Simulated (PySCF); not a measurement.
**TlSe at UHF-MP2**

Computed with UHF-MP2; Tl def2-SVP with ECP60, Se def2-SVP; scalar-relativistic core potentials (PySCF 2.14).

For TlSe, the state is ²Π (doublet), unpaired electrons π ↑ and the bond length is 2.728 Å. The harmonic wavenumber is 182 cm⁻¹. The force constant is 1.12 mdyn/Å and the rotational constant Be is 0.03939 cm⁻¹. The anharmonicity ωexe is 0.327 cm⁻¹ and the vibration–rotation constant αe is 0.000105 cm⁻¹. The well depth De to Tl + Se is 56.8 kcal/mol and the dissociation energy D0 is 56.6 kcal/mol.

Correlated steps freeze 13 core orbitals. Correlated levels converge slowly with the basis: in double zeta they bind strong bonds too weakly, by up to about 1 eV, and carry superposition errors of some tenths. These are scalar-relativistic numbers at best; spin–orbit coupling would shift them, the dissociation energy most. The state is the lowest determinant that a PBE0 search found; another state may lie lower at other levels.
